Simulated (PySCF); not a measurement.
C4H6F3NS.
Z-matrix (Å and degrees, GFN2-xTB geometry), rows numbered from 1:
```
N 
C   1  1.3394
S   2  1.6366  1  122.00
C   2  1.5067  1  117.02  3   179.94
C   4  1.5344  2  110.97  1  -100.43
C   5  1.5162  4  111.96  2    66.32
F   6  1.3406  5  113.35  4   -72.62
F   6  1.3390  5  112.02  4   166.76
F   6  1.3485  5  112.30  4    47.12
H   1  1.0073  2  118.40  3    -5.29
H   1  1.0072  2  121.96  3  -172.37
H   4  1.0925  2  110.70  1    21.95
H   4  1.0902  2  108.44  1   141.33
H   5  1.0913  4  110.34  2  -174.16
H   5  1.0920  4  110.12  2   -53.64
```

The closed-shell SCF was solved with PySCF and density fitting under several settings on one GFN2-xTB geometry (grid level 2 and gas phase unless stated).

```json
{"settings": "PBE0/pcSseg-1", "basis functions": "190", "SCF cycles": "14", "E (Eh)": "-907.8076", "HOMO (eV)": "-6.27", "LUMO (eV)": "-1.04", "dipole (D)": "3.17"}
{"settings": "PBE0/def2-SVPD", "basis functions": "244", "SCF cycles": "14", "E (Eh)": "-907.4052", "HOMO (eV)": "-6.35", "LUMO (eV)": "-1.24", "dipole (D)": "3.22"}
```

**Question.** Estimate the row for these settings: mPW1PW91/cc-pVDZ, level shift 0.1 Eh.

**Answer.** 
| settings | basis functions | SCF cycles | E (Eh) | HOMO (eV) | LUMO (eV) | dipole (D) |
| --- | --- | --- | --- | --- | --- | --- |
| mPW1PW91/cc-pVDZ, level shift 0.1 Eh | 160 | 11 | -908.4634 | -6.07 | -0.80 | 3.23 |

**Question.** Over all rows, what range does the HOMO–LUMO gap span?

**Answer.** From 5.11 eV (PBE0/def2-SVPD) to 5.27 eV (mPW1PW91/cc-pVDZ, level shift 0.1 Eh). The functional of the narrowest has 25 % exact exchange, that of the widest 25 % exact exchange.

**Question.** And the dipole moment?

**Answer.** From 3.17 D (PBE0/pcSseg-1) to 3.23 D (mPW1PW91/cc-pVDZ, level shift 0.1 Eh); the largest is 1.02 times the smallest, and the median is 3.22 D.

**Question.** Compare two rows with the functional PBE0: PBE0/pcSseg-1 and PBE0/def2-SVPD. Which energy is lower, and by how much?

**Answer.** PBE0/pcSseg-1 (190 functions) lies 0.4024 Eh or 253 kcal/mol below PBE0/def2-SVPD (244 functions). The smaller set gives the lower energy; the two sets aren't nested, so the variational bound doesn't order them by size.

Whole jobs, the steps after the SCF included, on an Intel Xeon at 2.70 GHz with one thread, no GPU (shared host):

| settings | work after the SCF | wall time | peak memory |
| --- | --- | --- | --- |
| PBE0/pcSseg-1 | shieldings, charges and field gradients | 44 s | 0.84 GiB |
| PBE0/def2-SVPD | 6 singlets by full TDDFT, 2 Tamm–Dancoff triplets, polarisability | 68 s | 0.98 GiB |
| mPW1PW91/cc-pVDZ, level shift 0.1 Eh | shieldings | 35 s | 0.77 GiB |

Cycle counts include a coarse-grid stage where the run had one.

One conformer stands for the species.
